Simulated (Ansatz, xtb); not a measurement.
**Isomers of C2H8N2Si2 in order of energy**

3 gas-phase structures of C2H8N2Si2, from a drawn sample of its isomers (lower ones may exist). Each was relaxed with GFN2-xTB; where two conformers were screened, the lower at r2SCAN-D4/def2-SVP is listed:

A. `C[SiH2]N[SiH2]C#N`, a singlet
B. `CN([SiH3])[SiH2]C#N`, a singlet
C. `C[Si@@H](C#N)N[SiH3]`, a singlet

Problem. Make a reasoned guess at their ranking by r2SCAN-D4/def2-SVP single-point energy.

Solution. Calculated order at r2SCAN-D4/def2-SVP: C (0.0), A (0.5), B (83.8) kJ/mol. Less than 1 kcal/mol parts C and A, so the order within that pair means little.

Energies above the lowest of each column, in kJ/mol; the last columns are at B3LYP/def2-SVP geometries:

```
structure  GFN2-xTB  HF/STO-3G  r2SCAN-D4/def2-SVP  B3LYP/def2-SVP  CCSD(T)/def2-SVP + ΔMP2/def2-TZVPP
        C      10.6        0.0                 0.0             0.0                                 0.0
        A       9.3        0.4                 0.5             4.5                                 4.7
        B       0.0       66.0                83.8            78.2                                86.2
```

CCSD(T)/def2-SVP + ΔMP2/def2-TZVPP puts C lowest; GFN2-xTB picks B. Flexible structures stand in one conformer each, not always the lowest. The ΔMP2 step shifts differences by up to 15.4 kJ/mol, which makes them less sure. ΔMP2 is the change of the MP2 energy from the smaller to the larger basis.

Programs: Ansatz 0.2.0, xtb 6.7.1.
